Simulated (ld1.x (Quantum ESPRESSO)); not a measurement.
**Ti (Z = 22): one change to a TM potential, before and after**

ld1.x (Quantum ESPRESSO) 7.5 input, shortened:

```
&input
   title='Ti', zed=22., rel=1, dft='PBE', iswitch=3,
   config='[Ar] 3d2 4s1.5 4p0'
 /
 &inputp
   pseudotype=2, tm=.true., lloc=1,
   nlcc=.false.
 /
3
4S  1  0   1.50   0.00  2.10  2.10  0.0
3D  3  2   2.00   0.00  2.25  2.25  0.0
3P  2  1   6.00   0.00  1.60  1.60  0.0
 &test
   configts(1)='3p6 3d2 4s1.5 4p0'
 /
```

All-electron outer shells of the reference configuration (PBE, scalar-relativistic, ld1.x):

```tsv
shell	level (eV)	outermost node (bohr)	outermost maximum (bohr)
3s	-66.09	0.40	0.87
3p	-42.33	0.37	0.90
3d	-7.65	–	0.98
4s	-7.32	1.24	2.85
4p	-3.93	1.38	3.57
```

Change: wave 3d (bound): rc 2.25 bohr becomes 3d (bound): rc 2.86 bohr.

Cutoffs: the cutoffs (Ry, on a coarse ladder) from which the occupation-weighted sum of valence levels, in a spherical-Bessel basis at the reference potential, stays within 10 and 1 mRy of its value at 400 Ry; they do not see the model core or the augmentation charge, which bear on the density cutoff. Errors are all-electron minus pseudo energies relative to the spin-unpolarised reference configuration.

Question: What does the change do?

Answer: The potential gets neither clearly harder nor softer (45 Ry and 80 Ry → 40 Ry and 80 Ry); both files keep a bound ghost (s); of the 7 tests that both files solve, the error grows in 3 and shrinks in 2 by more than 15 % and 0.3 meV (median size 17.3 → 34.0 meV).

| quantity | base | changed |
| --- | --- | --- |
| cutoff, loose | 45 Ry | 40 Ry |
| cutoff, tight | 80 Ry | 80 Ry |
| loose cutoff by channel (10 mRy a level) | s 12 Ry, d 40 Ry, p 35 Ry | s 12 Ry, d 30 Ry, p 35 Ry |
| bound ghosts | s | s |
| error for 3p6 3d2 4s2 4p0, meV [ΔE -2.94 eV] | +0.6 | +0.6 |
| error for 3p6 3d2 4s1 4p0, meV [ΔE 4.41 eV] | +0.6 | +0.1 |
| error for 3p6 3d2 4s0 4p0, meV [ΔE 17.98 eV] | +17 | +0.8 |
| error for 3p6 3d3 4s1 4p0, meV [ΔE -1.83 eV] | +4.4 | +66 |
| error for 3p6 3d1 4s2 4p1, meV [ΔE 1.74 eV] | +114 | +323 |
| error for 3p5 3d2 4s2 4p0, meV [ΔE 42.62 eV] | -299 | -481 |
| error for 3p6 3d2 4s0 4p2, meV [ΔE 3.35 eV] | +36 | +34 |

 A true bound ghost makes a file unfit for plane-wave use even where its test errors are small: the radial tests pick states by their node count and pass the ghost by.
